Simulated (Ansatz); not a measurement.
Consider the homolysis of the In–Si bond: `[CH3][In]([SiH3])[Cl]` → `[CH3][In][Cl]`• + `[SiH3]`•.

Gas-phase electronic energies from Ansatz, PBE0-D4/def2-TZVP geometries. CBS: MP2 limit from def2 TZ/QZ plus the TZ coupled-cluster correction, frozen cores. This one scheme is used for every species. DFT in def2-TZVPP. Open shells (•) are unrestricted, without spin–orbit coupling. Elements past krypton have def2 core potentials. For In outer-core shells are correlated without core-valence functions, which leaves a few kJ/mol of doubt a bond.

`[CH3][In]([SiH3])[Cl]`:

Cartesian coordinates in Å:
```
C -0.757 1.741 1.119
In -0.573 -0.054 -0.033
Si 1.310 -1.516 -0.981
Cl -2.708 -0.917 -0.571
H -0.249 2.565 0.616
H -0.301 1.603 2.101
H -1.814 1.979 1.237
H 0.760 -2.641 -1.778
H 2.129 -2.064 0.135
H 2.202 -0.695 -1.845
```

`[CH3][In][Cl]`•:

Z-matrix (Å, degrees):
```
C
In 1 2.214
H 1 1.087 2 110.5
H 1 1.090 2 106.0 3 -121.1
H 1 1.090 2 106.1 3 121.1
Cl 2 2.383 1 112.2 3 179.7
```

`[SiH3]`•:

Cartesian coordinates in Å:
```
Si 0.092 -0.063 0.318
H -1.041 -0.967 -0.010
H 1.266 -0.333 -0.552
H -0.317 1.363 0.243
```

CCSD(T)/CBS gives +268.2 kJ/mol.

(1) Another level gave +255.3 kJ/mol. Which?
A. ωB97M-V/def2-TZVPP
B. B97M-V/def2-TZVPP
C. r2SCANh-D4/def2-TZVPP
D. HF/def2-TZVPP

Largest T1 diagnostic among the species: 0.016.

## Answers

(1) B. B97M-V 255.3, HF/def2-TZVPP 172.3, ωB97M-V 266.1, r2SCANh-D4 239.6 kJ/mol.

The D4 term adds +9.4 kJ/mol with B3LYP and +5.5 kJ/mol with PBE0; it sums over pairs of atoms, weighted by their polarisabilities, and B3LYP, whose exchange is more repulsive, gets the larger term. From PBE to PBE0 (25 % exact exchange), in def2-TZVPP and without D4, ΔE moves by +6.6 kJ/mol.

B3LYP here is the variant with VWN-RPA as its local correlation; programs differ in this.
